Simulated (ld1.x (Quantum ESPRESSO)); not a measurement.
**What one change does to a pseudopotential (Nd, TM semilocal)**

ld1.x (Quantum ESPRESSO) 7.5 input, shortened:

```
&input
   title='Nd', zed=60., rel=1, dft='PBE', iswitch=3,
   config='[Xe] 4f4 5d0 6s0 6p0'
 /
 &inputp
   pseudotype=1, tm=.true., lloc=0,
   nlcc=.false.
 /
4
5P  2  1   6.00   0.00  2.10  2.10  0.0
5D  3  2   0.00   0.00  2.40  2.40  0.0
4F  4  3   4.00   0.00  1.35  1.35  0.0
5S  1  0   2.00   0.00  1.85  1.85  0.0
 &test
   configts(1)='4f4 5s2 5p6 5d0 6s0 6p0'
 /
```

All-electron outer shells of the reference configuration (PBE, scalar-relativistic, ld1.x):

```tsv
shell	level (eV)	outermost node (bohr)	outermost maximum (bohr)
4p	-238.78	0.32	0.59
4d	-129.51	0.29	0.62
5s	-53.43	0.72	1.32
5p	-34.98	0.77	1.50
4f	-14.57	–	0.67
5d	-13.57	0.88	2.10
6s	-13.39	1.75	3.34
6p	-9.62	2.06	4.03
```

Change: wave 4f (bound): rc 1.35 bohr becomes 4f (bound): rc 1.16 bohr.

Cutoffs: the cutoffs (Ry, on a coarse ladder) from which the occupation-weighted sum of valence levels, in a spherical-Bessel basis at the reference potential, stays within 10 and 1 mRy of its value at 400 Ry; they do not see the model core or the augmentation charge, which bear on the density cutoff. Errors are all-electron minus pseudo energies relative to the spin-unpolarised reference configuration.

What does the change do?

The potential gets harder (180 Ry and 230 Ry → 230 Ry and 260 Ry); of the 6 tests that both files solve, the error grows in 1 and shrinks in 1 by more than 15 % and 0.3 meV (median size 156.2 → 155.5 meV); neither file shows a bound ghost at the reference potential, the only one tested. A smaller radius makes the pseudo-wave follow the all-electron one further in, where it bends more sharply, so more plane waves are needed. A semilocal file is local in each channel, so a ghost entry of none says nothing of the separable form that plane-wave codes build from it.

```tsv
quantity	base	changed
cutoff, loose	180 Ry	230 Ry
cutoff, tight	230 Ry	260 Ry
loose cutoff by channel (10 mRy a level)	p 21 Ry, f 160 Ry, s 35 Ry	p 21 Ry, f 200 Ry, s 35 Ry
bound ghosts	none	none
tests counted (converged, no solver errors)	6 of 7	6 of 7
error for 4f4 5s2 5p6 5d0 6s2 6p0, meV [ΔE -16.58 eV]	+273	+273
error for 4f4 5s2 5p6 5d0 6s1 6p0, meV [ΔE -10.79 eV]	+193	+193
error for 4f3 5s2 5p6 5d0 6s0 6p0, meV [ΔE 22.45 eV]	+94	+49
error for 4f3 5s2 5p6 5d1 6s2 6p0, meV [ΔE -14.75 eV]	+465	+411
error for 4f4 5s2 5p6 5d1 6s1 6p0, meV [ΔE -14.88 eV]	+120	+118
error for 4f5 5s2 5p6 5d0 6s0 6p0, meV [ΔE -8.22 eV]	-19	-22
s: phases at 2.58 bohr within 0.05 rad from the reference energy up to (Ry; the scan ends near 5)	-1.0	-1.0
p: phases at 2.58 bohr within 0.05 rad from the reference energy up to (Ry; the scan ends near 5)	0.3	0.3
d: phases at 2.58 bohr within 0.05 rad from the reference energy up to (Ry; the scan ends near 5)	2.7	2.7
f: phases at 2.58 bohr within 0.05 rad from the reference energy up to (Ry; the scan ends near 5)	0.7	1.0
```

Base: Tests not counted: 4f4 5s2 5p6 5d0 6s0 6p2 (solver errors, printed error -10.4 eV). Changed file: Tests not counted: 4f4 5s2 5p6 5d0 6s0 6p2 (solver errors, printed error -8.6 eV).
